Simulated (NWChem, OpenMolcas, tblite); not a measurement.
# How methods differ on CH6NPSi (SMILES C1NP[SiH2]1)

CH6NPSi: 10 atoms, total charge 0, spin state singlet. SMILES: `C1NP[SiH2]1`. The coordinates come from a PBE0-D4/def2-TZVP relaxation.

Each level gives the HOMO–LUMO gap (eV). The values are calculated.

```
          level             kind     program  value (eV)   CPU time
       GFN1-xTB   semi-empirical      tblite        4.32  under 2 s
    HF/def2-SVP     Hartree–Fock  OpenMolcas       12.90       18 s
 SVWN5/def2-SVP              LDA      NWChem        4.21       15 s
  BLYP/def2-SVP              GGA  OpenMolcas        4.37       83 s
 M06-L/def2-SVP         meta-GGA  OpenMolcas        4.96    1.7 min
M06-2X/def2-SVP  hybrid meta-GGA      NWChem        8.53       26 s
B2PLYP/def2-SVP    double hybrid  OpenMolcas        8.98       47 s
```

The values span 4.21 to 12.90 eV. Orbital gaps aren't excitation energies, and those of double hybrids come from the SCF part alone; they tend to grow with the share of exact exchange. CPU times are rough (shared hosts, several kinds of processor and program).
